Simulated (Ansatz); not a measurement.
C₂H₈BNO (`CCB(N)O`), 13 atoms. Total charge 0; spin multiplicity 1. All runs use 4 threads of a server CPU on a shared host. Correlated methods freeze the cores.

Give the basis size and wall time and peak host memory of each of these runs in Ansatz. RHF-MP2/def2-QZVPP energy; RHF-CCSD(T)/def2-SVP energy; RKS PBE-QIDH (frozen core)/def2-TZVPP energy; RKS r2SCANh-D4/def2-TZVPP energy; RKS ωB97M-V/def2-SVP energy; RKS ωB97M-V/def2-QZVPP energy; RKS PBE0-D4/def2-SVP energy; RHF-CCSD(T)/def2-TZVPP energy; RKS PBE0-D4/def2-TZVP frequencies; RKS revPBE-D4/def2-TZVPP energy; direct RPA on PBE orbitals/def2-TZVPP energy; RKS B97M-V/def2-TZVPP energy. (An estimate is asked.)

Ansatz gave: Other jobs shared the machine, so times are rough.

| level | job | functions | wall time | peak host memory (GiB) |
| --- | --- | --- | --- | --- |
| RKS PBE0-D4/def2-SVP | energy | 110 | 0.6 s | 0.23 |
| RKS revPBE-D4/def2-TZVPP | energy | 267 | 1.1 s | 0.34 |
| RKS ωB97M-V/def2-SVP | energy | 110 | 1.9 s | 0.33 |
| RKS r2SCANh-D4/def2-TZVPP | energy | 267 | 2.4 s | 0.61 |
| RKS PBE-QIDH (frozen core)/def2-TZVPP | energy | 267 | 3.2 s | 0.73 |
| direct RPA on PBE orbitals/def2-TZVPP | energy | 267 | 3.2 s | 0.73 |
| RHF-CCSD(T)/def2-SVP | energy | 110 | 3.2 s | 0.6 |
| RKS B97M-V/def2-TZVPP | energy | 267 | 3.6 s | 0.42 |
| RKS ωB97M-V/def2-QZVPP | energy | 525 | 9.5 s | 2.1 |
| RHF-MP2/def2-QZVPP | energy | 525 | 16 s | 3.7 |
| RHF-CCSD(T)/def2-TZVPP | energy | 267 | 79 s | 7.2 |
| RKS PBE0-D4/def2-TZVP | frequencies | 203 | 97 s | 0.51 |
